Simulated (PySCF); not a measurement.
C₈H₅N₅. Atoms are numbered in the order given.

```xyz
18

C      0.0000     2.3067    -1.4109
C      0.0000     2.3968    -0.0169
C      0.0000     1.2090     0.7383
N      0.0000     1.1991     2.0882
C      0.0000     0.0000     2.6760
N      0.0000    -1.1991     2.0882
C      0.0000    -1.2090     0.7383
C      0.0000    -2.3968    -0.0169
C      0.0000    -2.3067    -1.4109
N      0.0000    -1.1604    -2.0969
C      0.0000     0.0000    -1.4221
N      0.0000     1.1604    -2.0969
N      0.0000     0.0000     0.0102
H      0.0000     3.2312    -2.0164
H      0.0000     3.3493     0.5261
H      0.0000     0.0000     3.7822
H      0.0000    -3.3493     0.5261
H      0.0000    -3.2312    -2.0164
```

Geometry: PBE-D3(BJ)/def2-SVP.

Level of theory: SMD-ωB97X/6-31G* run with PySCF.

Solvation free energies are E(SMD) − E(gas) at the gas-phase geometry, for 1 M in both phases. In vacuum the dipole moment is 1.19 D.

Q: Rank water, 1-octanol, 2-propanol by solvation free energy, most negative first.

A: 2-propanol (-16.3 kcal/mol), water (-15.3 kcal/mol), 1-octanol (-14.8 kcal/mol)
